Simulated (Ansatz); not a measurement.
```yaml
crystal:
  periodic: [false, false, false]
  atoms:
    - {symbol: O, position_ang: [-0.948822, 1.016142, -0.194769]}
    - {symbol: Zr, position_ang: [0.370530, -0.462018, 0.061809]}
    - {symbol: F, position_ang: [0.169737, -1.642243, -1.391814]}
    - {symbol: Cl, position_ang: [-0.165233, -1.492719, 1.994877]}
    - {symbol: Cl, position_ang: [-1.410340, 1.776416, 0.024808]}
    - {symbol: H, position_ang: [-1.710340, 1.776416, -0.275192]}
basis:
  gaussian: {orbitals: def2-SVP, nuclear_model: gaussian}
hamiltonian: {xc: {name: revPBE}, dispersion: d4}
accuracy: high
```

```sh
$ ansatz run in.yaml --threads 4 --pin off --events-out ev --progress --plain --max-ram 10444MiB
```

Shortened log:

```
Functional definition: revPBE
  name "revPBE"
  cite "Zhang & Yang, Phys. Rev. Lett. 80, 890 (1998) doi:10.1103/PhysRevLett.80.890"
  cite "Perdew, Burke & Ernzerhof, Phys. Rev. Lett. 77, 3865 (1996) doi:10.1103/PhysRevLett.77.3865"
  parameter kappa = 1.245
  parameter beta = 0.06672455060314922
  exchange = pbe_x(kappa = kappa, mu = beta*pi^2/3)
  correlation = pbe_c(beta = beta)
2032 factors; integrals over basis functions are off by at most 7.3e-9 eV
mean field evaluation 1: about -30928.8481 eV, gradient 8.6e1 eV
mean field evaluation 2: about -30899.6057 eV, gradient 1.6e2 eV
mean field evaluation 4: about -30938.9162 eV, gradient 3.0e1 eV
mean field evaluation 8: about -30941.6809 eV, gradient 9.3e-1 eV
mean field evaluation 16: about -30941.6775 eV, gradient 2.2e-3 eV
mean field evaluation 32: about -30941.6775 eV, gradient 1.5e-8 eV
mean field -30941.67751231 eV, -1137.0856755552 hartree, gradient 1.5e-8 eV, S^2 0.000000; 2 other end points of the search recorded, 0 dependent functions left out
reference -30941.67751764 eV, -1137.0856757510 hartree; 32, 32 occupied and 68, 68 virtual orbitals, 2032 factors
Total energy: -30942.08586639 eV, -1137.1006822909 hartree
```

Q: What is wrong with this run?

A: One atom was put on top of another. The run converged. The result belongs to that input, not to the molecule as meant.
